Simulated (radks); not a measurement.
Ti, 22 electrons, occupied as [Ar] 3d2 4s2. Method: Dirac Kohn-Sham, PBEsol, spin-unpolarised, spherical densities, point nucleus; open shells fill j = l - 1/2 first; computed with a radial shooting solver on a logarithmic mesh with Libxc functionals.

Normalised radial functions P(r) = r R(r) (large component), r in bohr:

```
   r/bohr * 3s1/2, o 4s1/2 (the largest magnitude, 1.11, reaches the edge; | marks zero, & curves that meet)
 0.004505                             |o*
 0.005161                             |o *
 0.005913                             |o *
  0.00672                             |o *
 0.007699                             |o  *
 0.008821                             |o  *
  0.01011                             |o  *
  0.01158                             |o   *
  0.01326                             |o   *
   0.0152                             | o   *
  0.01741                             | o   *
  0.01995                             | o    *
  0.02285                             | o    *
  0.02618                             | o     *
     0.03                             | o     *
  0.03437                             | o     *
  0.03937                             | o     *
  0.04511                             | o    *
  0.05168                             | o    *
  0.05874                             | o   *
  0.06729                             |o   *
   0.0771                             |o *
  0.08833                             o*
   0.1012                           *o|
   0.1159                        *   o|
   0.1328                      *    o |
   0.1522                   *      o  |
   0.1744                 *        o  |
   0.1998               *         o   |
   0.2289               *         o   |
   0.2622                *         o  |
   0.3004                   *      o  |
   0.3442                       *    o|
   0.3943                            *o
   0.4517                             | o   *
   0.5134                             |   o       *
   0.5882                             |    o            *
   0.6739                             |     o                *
   0.7721                             |     o                   *
   0.8846                             |     o                    *
    1.013                             |   o                     *
    1.161                             |o                     *
     1.33                           o |                 *
    1.524                        o    |             *
    1.746                     o       |         *
        2                  o          |     *
    2.292                o            |   *
    2.626               o             | *
    3.008               o             |*
    3.446               o             *
    3.948                 o           *
    4.488                   o         *
    5.141                     o       *
     5.89                       o     *
    6.749                         o   *
    7.732                           o *
    8.858                            o*
    10.15                            o*
    11.63                             &
```

3s1/2: eigenvalue -62.420 eV, 2 radial nodes at r = 0.0914, 0.401 bohr, <r> = 1.01 bohr, 90 % of the charge inside 1.51 bohr. 4s1/2: eigenvalue -4.474 eV, 3 radial nodes at r = 0.0910, 0.390, 1.24 bohr, <r> = 3.50 bohr, 90 % of the charge inside 5.28 bohr.
